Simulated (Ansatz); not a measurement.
Job for Ansatz (a program for electronic structure): R-B3LYP/def2-TZVPP on H2O2Se (SMILES O[Se]O), a point of a torsion scan.

Ansatz 0.2 input:
```yaml
crystal:
  periodic: [false, false, false]
  atoms:
    - {symbol: O, position_ang: [1.06899612, 0.56349563, -0.33722498]}
    - {symbol: Se, position_ang: [-0.03306656, -0.85727568, -0.51227048]}
    - {symbol: O, position_ang: [1.00541782, -1.85726989, -1.58846238]}
    - {symbol: H, position_ang: [1.97562882, 0.25529428, -0.40495809]}
    - {symbol: H, position_ang: [1.39792620, -2.58865389, -1.10218590]}
basis:
  gaussian:
    orbitals: def2-TZVPP
hamiltonian:
  xc: {name: B3LYP}
scf: {lower_state_search: off}
```

Task: Give the final energy of this run.

Result: -2553.2742 hartree.
